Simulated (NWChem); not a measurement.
SrH2SO; SMILES [OH][Sr][SH]

```xyz
5

Sr    -0.3264     0.4485     0.0000
O      0.7527     2.2886     0.0000
H      1.3585     3.0308     0.0000
S      0.2162    -2.2641     0.0000
H      1.5643    -2.1591     0.0000
```
Atoms are numbered in this order, from 1.

Structure relaxed at the PBE0/def2-SVP level. def2 effective core potentials on Sr; no spin-orbit coupling.

Symmetry labels are those of Cs in the frame above (b1 and b2, or b-type labels, depend on it).

Task: List the 4 lowest vertical singlet excitations from CAM-B3LYP/def2-SVP with def2 effective core potentials on Sr, TDA (NWChem).

Result: 
| state | energy (eV) | oscillator strength | symmetry | leading excitation (squared amplitude) |
|---|---|---|---|---|
| S1 | 3.31 | 0.039 | a" | HOMO → LUMO (0.96) |
| S2 | 3.73 | 0.031 | a' | HOMO−1 → LUMO (0.94) |
| S3 | 4.72 | 0.024 | a" | HOMO−2 → LUMO (0.93) |
| S4 | 4.72 | 0.035 | a' | HOMO−3 → LUMO (0.93) |
